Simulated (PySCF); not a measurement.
## Exercise with solution: chemical shift, span and skew from a shielding tensor

CNO, SMILES [N]=C=O (connectivity only; charge and spin as stated), charge -1, multiplicity 1. Atoms are numbered in the order given.

```xyz
3

N      0.0000     0.0000    -1.2579
C      0.0000     0.0000    -0.0718
O      0.0000     0.0000     1.1545
```
Charge -1, spin multiplicity 1.

Coordinates come from a B3LYP-D3(BJ)/def2-TZVPD optimisation. The multiplicity is an assumed one; other spin states were not compared. The isomer is the one that the SMILES or the coordinates give; other isomers of the formula were not compared.

GIAO shieldings from B3LYP/pcSseg-2 in PySCF, non-relativistic, no solvent. The symmetric part of the tensor of C2 has the principal values -77.2, -77.2, 288.8 ppm. The same nucleus in TMS has σ = 181.3 ppm at this level (PySCF, at its B3LYP-D3(BJ)/def2-TZVP geometry).

Problem. Work out the isotropic shielding, the ¹³C shift against TMS, the span and the skew.

Solution. 
σ(iso) = (σ11 + σ22 + σ33)/3 = 44.8 ppm. δ = σ(ref) − σ(iso) = 181.3 − (44.8) = 136.5 ppm.
Span Ω = σ33 − σ11 = 366.0 ppm. Skew κ = 3(σ(iso) − σ22)/Ω = 1.00, an axial tensor. Tumbling in solution averages the tensor to δ; in a static solid the shielding alone would spread this spin-1/2 line over Ω.
